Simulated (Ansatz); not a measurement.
Stepwise substitution at one centre (Ge N(CH3)2-H). All species are isolated molecules in the gas phase. One relaxed conformer stands for each flexible species; it need not be the lowest. Strings in code marks are SMILES.

Quantity: vertical ionisation energy (energy after one electron is removed minus that of the parent at the parent's geometry), in eV.

Case: `[GeH4]`. Geometry of `[GeH4]` (neutral, multiplicity 1, Å):

```xyz
5

Ge     0.0000     0.0000     0.0000
H     -0.7923    -0.7368    -1.0855
H      0.0690     1.4924    -0.3421
H      1.4194    -0.5732     0.0744
H     -0.6962    -0.1823     1.3532
```

Q: Give the vertical ionisation energy (energy after one electron is removed minus that of the parent at the parent's geometry) at the level frozen-core MP2/cc-pVDZ // r2SCAN-D4/def2-SVP (Ansatz, a quantum-chemistry and plane-wave program).

A: 12.35 eV.
